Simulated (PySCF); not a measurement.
CH$_{3}$AlBrF (SMILES [CH3][Al]([F])[Br]), singlet, at a GFN2-xTB geometry (such geometries of metal compounds can be far from the true shape); CASSCF(10,9)/6-31G in PySCF.

Here is a job for PySCF.
```python
from pyscf import gto, scf, mcscf
import numpy

mol = gto.Mole()
mol.atom = '''
    Al    0.34736365    0.47385183   -0.73721874
    F     1.98756591    0.49596814   -0.91870092
    Br   -0.40355790   -0.68029317    1.04978400
    C    -0.83961951    1.40214747   -2.01233607
    H    -1.44988680    2.16601824   -1.52464682
    H    -1.53802853    0.71642968   -2.49790942
    H    -0.25366174    1.89114137   -2.79371542
'''
mol.basis = '6-31g'
mol.verbose = 4
mol.build()

mf = scf.RHF(mol)
mf.kernel()
mc = mcscf.CASSCF(mf, 9, 10)
mc.fix_spin_(ss=0.0)
mc.kernel()
occ = numpy.linalg.eigvalsh(mc.fcisolver.make_rdm1(mc.ci, mc.ncas, mc.nelecas))[::-1]
ss = mc.fcisolver.spin_square(mc.ci, mc.ncas, mc.nelecas)[0]
print('natural occupations', occ.round(4), ' <S^2>', round(ss, 4))
```

What the program printed (banner, timings and long lists left out):

```
PySCF version 2.14.0

[INPUT] verbose = 4
[INPUT] num. atoms = 7
[INPUT] num. electrons = 66
[INPUT] charge = 0
[INPUT] spin (= nelec alpha-beta = 2S) = 0
[INPUT] symmetry False subgroup None
[INPUT] Mole.unit = angstrom
[INPUT] Symbol           X                Y                Z      unit          X                Y                Z       unit  Magmom
[INPUT]  1 Al     0.347363650000   0.473851830000  -0.737218740000 AA    0.656422164129   0.895450182324  -1.393141512497 Bohr   0.0
[INPUT]  2 F      1.987565910000   0.495968140000  -0.918700920000 AA    3.755955224422   0.937243951110  -1.736093129186 Bohr   0.0
[INPUT]  3 Br    -0.403557900000  -0.680293170000   1.049784000000 AA   -0.762613906405  -1.285567775712   1.983804249950 Bohr   0.0
[INPUT]  4 C     -0.839619510000   1.402147470000  -2.012336070000 AA   -1.586650922742   2.649674704552  -3.802764042884 Bohr   0.0
[INPUT]  5 H     -1.449886800000   2.166018240000  -1.524646820000 AA   -2.739888963622   4.093181254412  -2.881164926489 Bohr   0.0
[INPUT]  6 H     -1.538028530000   0.716429680000  -2.497909420000 AA   -2.906452693467   1.353855882710  -4.720364687771 Bohr   0.0
[INPUT]  7 H     -0.253661740000   1.891141370000  -2.793715420000 AA   -0.479351216881   3.573739252135  -5.279357013774 Bohr   0.0

nuclear repulsion = 289.15985335545
number of shells = 34
number of NR pGTOs = 192
number of NR cGTOs = 64
basis = 6-31g
ecp = {}

******** <class 'pyscf.scf.hf.RHF'> ********
method = RHF
initial guess = minao
damping factor = 0
level_shift factor = 0
DIIS = <class 'pyscf.scf.diis.CDIIS'>
diis_start_cycle = 1
diis_space = 8
diis_damp = 0
SCF conv_tol = 1e-09
SCF conv_tol_grad = None
SCF max_cycles = 50
direct_scf = True
direct_scf_tol = 1e-13
Set gradient conv threshold to 3.16228e-05
Initial guess from minao.
init E= -2952.06132191381
  HOMO = -0.345580495349917  LUMO = -0.000224140369628145  gap/eV = 9.39763
cycle= 1 E= -2953.02494145427  delta_E= -0.964  |g|= 0.551  |ddm|= 2.14
  HOMO = -0.404900462485748  LUMO = 0.0477204100359918  gap/eV = 12.31644
cycle= 2 E= -2953.07644512245  delta_E= -0.0515  |g|= 0.347  |ddm|= 0.816
  HOMO = -0.421805976555379  LUMO = 0.0543302477439456  gap/eV = 12.95633
cycle= 3 E= -2953.09486594224  delta_E= -0.0184  |g|= 0.0313  |ddm|= 0.228
  HOMO = -0.426919369723931  LUMO = 0.0601224711866282  gap/eV = 13.25308
cycle= 4 E= -2953.09538355017  delta_E= -0.000518  |g|= 0.0111  |ddm|= 0.0685
  HOMO = -0.424997228666492  LUMO = 0.0595274111132573  gap/eV = 13.18459
cycle= 5 E= -2953.09541919404  delta_E= -3.56e-05  |g|= 0.00271  |ddm|= 0.0173
  HOMO = -0.425053135015641  LUMO = 0.0592004663167645  gap/eV = 13.17721
cycle= 6 E= -2953.09542323634  delta_E= -4.04e-06  |g|= 0.000725  |ddm|= 0.00608
  HOMO = -0.425296181950907  LUMO = 0.0591766393149724  gap/eV = 13.18318
cycle= 7 E= -2953.09542373634  delta_E= -5e-07  |g|= 0.000195  |ddm|= 0.00228
  HOMO = -0.425271405800669  LUMO = 0.0591832276253674  gap/eV = 13.18268
cycle= 8 E= -2953.09542376795  delta_E= -3.16e-08  |g|= 4.15e-05  |ddm|= 0.00058
  HOMO = -0.425280817562072  LUMO = 0.0591802640617916  gap/eV = 13.18286
cycle= 9 E= -2953.09542376879  delta_E= -8.41e-10  |g|= 1.29e-05  |ddm|= 8.68e-05
  HOMO = -0.425281899466882  LUMO = 0.0591806420303147  gap/eV = 13.18290
Extra cycle  E= -2953.09542376885  delta_E= -6.37e-11  |g|= 5.66e-06  |ddm|= 1.89e-05
converged SCF energy = -2953.09542376885

******** <class 'pyscf.mcscf.mc1step.CASSCF'> ********
CAS (5e+5e, 9o), ncore = 28, nvir = 27
max_cycle_macro = 50
max_cycle_micro = 4
conv_tol = 1e-07
conv_tol_grad = None
orbital rotation max_stepsize = 0.02
orbital rotation threshold for CI restart = 0.01
augmented hessian ah_max_cycle = 30
augmented hessian ah_conv_tol = 1e-12
augmented hessian ah_linear dependence = 1e-14
augmented hessian ah_level shift = 1e-08
augmented hessian ah_start_tol = 2.5
augmented hessian ah_start_cycle = 3
augmented hessian ah_grad_trust_region = 3
kf_trust_region = 3
kf_interval = 4
ci_response_space = 4
ci_grad_trust_region = 3
with_dep4 0
natorb = False
canonicalization = True
sorting_mo_energy = False
ao2mo_level = 2
internal_rotation = False
******** <class 'pyscf.fci.addons.SpinPenaltyFCISolver'> ********
max. cycles = 50
conv_tol = 1e-08
davidson only = True
linear dependence = 1e-12
level shift = 0.001
max iter space = 12
nroots = 1
pspace_size = 400
spin = None
CASCI E = -2953.09932246693  S^2 = 0.0000000
Set conv_tol_grad to 0.000316228
macro iter   1 ( 21 JK    4 micro), CASSCF E = -2953.11151259423  dE = -1.21901273e-02  S^2 = 0.0000000
               |grad[o]|=0.0093  |grad[c]|=0.023  |ddm|=0.0267  |maxRot[o]|=0.308
macro iter   2 ( 21 JK    4 micro), CASSCF E = -2953.13170953746  dE = -2.01969432e-02  S^2 = 0.0000000
               |grad[o]|=0.0197  |grad[c]|=0.0346  |ddm|=0.029  |maxRot[o]|=0.299
macro iter   3 ( 21 JK    4 micro), CASSCF E = -2953.13509089359  dE = -3.38135613e-03  S^2 = 0.0000000
               |grad[o]|=0.011  |grad[c]|=0.00783  |ddm|=0.00428  |maxRot[o]|=0.196
macro iter   4 ( 17 JK    4 micro), CASSCF E = -2953.13542812186  dE = -3.37228272e-04  S^2 = 0.0000000
               |grad[o]|=0.00349  |grad[c]|=0.00435  |ddm|=0.0049  |maxRot[o]|=0.0841
macro iter   5 ( 19 JK    4 micro), CASSCF E = -2953.13543270426  dE = -4.58239401e-06  S^2 = 0.0000000
               |grad[o]|=0.00127  |grad[c]|=0.00373  |ddm|=0.00207  |maxRot[o]|=0.0929
macro iter   6 (  7 JK    2 micro), CASSCF E = -2953.13546198492  dE = -2.92806621e-05  S^2 = 0.0000000
               |grad[o]|=0.0011  |grad[c]|=0.00129  |ddm|=0.000581  |maxRot[o]|=0.0699
macro iter   7 ( 15 JK    4 micro), CASSCF E = -2953.13543148619  dE =  3.04987275e-05  S^2 = 0.0000000
               |grad[o]|=0.000508  |grad[c]|=0.0044  |ddm|=0.000963  |maxRot[o]|= 0.11
macro iter   8 ( 21 JK    4 micro), CASSCF E = -2953.13543496614  dE = -3.47994956e-06  S^2 = 0.0000000
               |grad[o]|=0.000599  |grad[c]|=0.000266  |ddm|=0.000122  |maxRot[o]|=0.00475
macro iter   9 ( 17 JK    4 micro), CASSCF E = -2953.13545044328  dE = -1.54771406e-05  S^2 = 0.0000000
               |grad[o]|=0.000452  |grad[c]|=0.000585  |ddm|=0.00018  |maxRot[o]|=0.0383
macro iter  10 (  7 JK    2 micro), CASSCF E = -2953.13546417422  dE = -1.37309366e-05  S^2 = 0.0000000
               |grad[o]|=0.000304  |grad[c]|=0.000696  |ddm|=9.51e-05  |maxRot[o]|=0.0518
macro iter  11 (  6 JK    1 micro), CASSCF E = -2953.13547223311  dE = -8.05889613e-06  S^2 = 0.0000000
               |grad[o]|=0.000179  |grad[c]|=0.0015  |ddm|=0.000132  |maxRot[o]|=0.0688
macro iter  12 (  6 JK    1 micro), CASSCF E = -2953.13547250981  dE = -2.76696937e-07  S^2 = 0.0000000
               |grad[o]|=4.75e-05  |grad[c]|=0.000234  |ddm|=4.9e-05  |maxRot[o]|=0.0123
macro iter  13 (  4 JK    1 micro), CASSCF E = -2953.13547255157  dE = -4.17594492e-08  S^2 = 0.0000000
               |grad[o]|=3.08e-05  |grad[c]|=0.000149  |ddm|=4.46e-05  |maxRot[o]|=0.00255
1-step CASSCF converged in  13 macro (182 JK  39 micro) steps
CASSCF canonicalization
Density matrix diagonal elements [1.99903525 1.9837634  1.97972393 1.9876483  1.98618666 0.01314742
 0.02810994 0.00988517 0.01249994]
CASSCF energy = -2953.13547255157
CASCI E = -2953.13547255157  E(CI) = -17.4795252379727  S^2 = 0.0000000
natural occupations [1.9991 1.9901 1.9884 1.9841 1.9759 0.0282 0.0127 0.0123 0.0091]  <S^2> 0.0
```
